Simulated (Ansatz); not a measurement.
Mulliken charges of CH5AlBFO (`[CH3][Al]([F])[BH]O`) from r2SCAN/def2-TZVPP in Ansatz (PBE0-D4/def2-TZVP geometry).

| atom | x (Å) | y (Å) | z (Å) | charge (e) |
| --- | --- | --- | --- | --- |
| C1 | 0.383 | -1.814 | 0.632 | -0.398 |
| Al2 | 0.831 | -0.035 | -0.024 | 0.671 |
| F3 | 2.437 | 0.237 | -0.357 | -0.374 |
| B4 | -0.484 | 1.638 | -0.332 | 0.005 |
| O5 | -1.534 | 1.470 | -1.176 | -0.276 |
| H6 | 1.045 | -2.579 | 0.217 | 0.070 |
| H7 | 0.491 | -1.856 | 1.722 | 0.063 |
| H8 | -0.650 | -2.089 | 0.402 | 0.071 |
| H9 | -0.357 | 2.720 | 0.194 | -0.049 |
| H10 | -2.080 | 2.256 | -1.277 | 0.216 |

By hand: the dipole of these point charges (1 e Å = 4.8032 D).

Σ q r = (-0.459, 0.121, 0.056) e Å, of length 0.478 e Å = 2.30 D.

How does the dipole of the full density compare? (Estimate.)

The calculation gave: (-0.538, 0.182, 0.043) e Å, 2.74 D; the point charges give 0.84 times that, at 5° from its direction.

Point charges leave out the atoms' own dipoles, such as those of lone pairs, and Mulliken's split depends on the basis, so the two needn't agree.
